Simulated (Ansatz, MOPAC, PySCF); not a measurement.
Potential energy curve for AsH, triplet.

Levels: UKS-B3LYP/3-21G = unrestricted B3LYP/3-21G (PySCF); PM3, unrestricted, heats of formation (MOPAC); UKS-B3LYP/LANL2DZ = unrestricted B3LYP/LANL2DZ, with its core potentials past Ne (PySCF 2.14.0); FCI = full CI/cc-pVTZ, cores with 3d frozen run with Ansatz (an electronic-structure program).

Energies relative to the lowest point of each curve near equilibrium, in kJ/mol; the last columns give the difference from FCI:

| R / Å | UKS-B3LYP/3-21G | PM3 | UKS-B3LYP/LANL2DZ | FCI | UKS-B3LYP/3-21G − FCI | PM3 − FCI | UKS-B3LYP/LANL2DZ − FCI |
|---|---|---|---|---|---|---|---|
| 1.15 | 231.8 | 129.6 | 251.3 | 237.1 | -5.3 | -107.5 | 14.2 |
| 1.22 | 139.1 | 81.6 | 153.0 | 139.3 | -0.2 | -57.7 | 13.7 |
| 1.30 | 69.9 | 42.7 | 78.5 | 67.2 | 2.6 | -24.6 | 11.2 |
| 1.37 | 32.6 | 19.5 | 37.6 | 29.5 | 3.2 | -9.9 | 8.2 |
| 1.46 | 7.2 | 3.0 | 9.0 | 5.3 | 1.9 | -2.3 | 3.7 |
| 1.48 | 4.2 | 1.3 | 5.5 | 2.8 | 1.4 | -1.5 | 2.7 |
| 1.53 | 0.0 | 0.0 | 0.3 | 0.0 | 0.0 | 0.0 | 0.3 |
| 1.60 | 0.6 | 5.4 | 0.0 | 3.0 | -2.4 | 2.5 | -3.0 |
| 1.61 | 1.2 | 6.9 | 0.5 | 3.9 | -2.8 | 2.9 | -3.4 |
| 1.69 | 9.5 | 23.5 | 8.5 | 15.1 | -5.6 | 8.4 | -6.6 |
| 1.78 | 24.8 | 51.3 | 23.8 | 33.4 | -8.6 | 18.0 | -9.5 |
| 1.90 | 51.5 | 96.7 | 50.7 | 62.7 | -11.2 | 34.0 | -12.0 |
| 2.08 | 98.2 | 161.4 | 97.5 | 109.7 | -11.4 | 51.8 | -12.2 |
| 2.32 | 160.3 | 220.2 | 158.3 | 166.4 | -6.2 | 53.8 | -8.1 |
| 2.52 | 201.4 | 252.9 | 197.5 | 203.2 | -1.8 | 49.7 | -5.7 |
| 2.74 | 232.2 | 277.2 | 226.2 | 231.1 | 1.1 | 46.2 | -4.9 |
| 3.02 | 255.1 | 295.0 | 247.1 | 251.5 | 3.6 | 43.4 | -4.4 |
| 3.42 | 270.3 | 304.8 | 260.6 | 263.0 | 7.3 | 41.8 | -2.4 |
| 3.79 | 276.1 | 307.1 | 265.6 | 266.5 | 9.6 | 40.6 | -1.0 |
| 4.14 | 278.5 | 307.5 | 267.7 | 267.7 | 10.7 | 39.8 | -0.1 |
| 4.58 | 279.7 | 307.5 | 268.8 | 268.3 | 11.4 | 39.2 | 0.5 |
| 5.30 | 280.2 | 300.0 | 269.3 | 268.5 | 11.6 | 31.4 | 0.8 |
| 6.25 | 280.2 | 307.3 | 269.3 | 268.6 | 11.6 | 38.7 | 0.7 |

UKS-B3LYP/3-21G is furthest from FCI at 5.30 (11.6 kJ/mol, above); its mean absolute difference over the points is 5.7 kJ/mol.

PM3 is furthest from FCI at 1.15 (-107.5 kJ/mol, below); its mean absolute difference over the points is 32.4 kJ/mol.

UKS-B3LYP/LANL2DZ is furthest from FCI at 1.15 (14.2 kJ/mol, above); its mean absolute difference over the points is 5.6 kJ/mol.

The unrestricted determinant behind UKS-B3LYP/3-21G, UKS-B3LYP/LANL2DZ is spin-contaminated at 2.32 to 6.25 Å (<S²> up to 3.0, against 2.00 for a pure triplet).
